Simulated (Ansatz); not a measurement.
Hg₃H₁₂Se₃⁻. Total charge -1; doublet. Geometry PBE-D4/def2-SVP, that of the neutral singlet; atoms count from 1.

```csv
atom,x (Å),y (Å),z (Å)
Se1,0.994,1.371,1.675
Hg2,3.903,-0.218,0.684
Se3,1.354,-1.469,-1.294
Hg4,-2.258,2.450,2.155
Se5,-2.343,0.125,-0.406
Hg6,-1.657,-2.290,-2.786
H7,1.274,1.231,3.126
H8,1.585,2.733,1.663
H9,4.234,0.986,-0.425
H10,3.660,-1.427,1.809
H11,2.102,-1.330,-2.569
H12,1.793,-2.880,-1.156
H13,-2.054,3.705,1.071
H14,-2.513,1.249,3.287
H15,-3.170,0.961,-1.311
H16,-3.552,-0.564,0.111
H17,-1.909,-3.503,-1.666
H18,-1.442,-1.130,-3.968
```

In the def2 sets Hg takes a core potential; there is no spin–orbit coupling. The highest occupied level of the charge -1 doublet lies above zero (up to 1.68 eV). By energy differences it is unbound by 0.59 eV (vertical, against the charge 0 singlet, at PBE0-D4/def2-SVP) and held by the finite basis. In the doublet geometry the species has come apart into loosely held pieces.

**Question.** Estimate the Mulliken populations from the PBE0/def2-SVP orbitals of Ansatz.

**Answer.** 
| atom | charge (e) | spin (α − β) | d electrons |
| --- | --- | --- | --- |
| Se1 | 0.01 | -0.02 | – |
| Hg2 | -0.20 | 0.39 | 9.83 |
| Se3 | 0.02 | -0.03 | – |
| Hg4 | -0.07 | 0.22 | 9.84 |
| Se5 | 0.01 | -0.02 | – |
| Hg6 | -0.20 | 0.39 | 9.83 |
| H7 | 0.06 | 0.00 | – |
| H8 | 0.03 | 0.05 | – |
| H9 | -0.14 | -0.02 | – |
| H10 | -0.14 | -0.02 | – |
| H11 | 0.06 | 0.01 | – |
| H12 | 0.04 | 0.04 | – |
| H13 | -0.14 | -0.01 | – |
| H14 | -0.14 | -0.01 | – |
| H15 | 0.03 | 0.05 | – |
| H16 | 0.06 | 0.00 | – |
| H17 | -0.14 | -0.02 | – |
| H18 | -0.14 | -0.02 | – |
Mulliken values depend strongly on the basis.

**Question.** Where does the spin sit?

**Answer.** Summed by element: Se -0.07, Hg 0.99, H 0.07, of 1 unpaired in all. Largest on single atoms: Hg6 0.39, Hg2 0.39, Hg4 0.22.
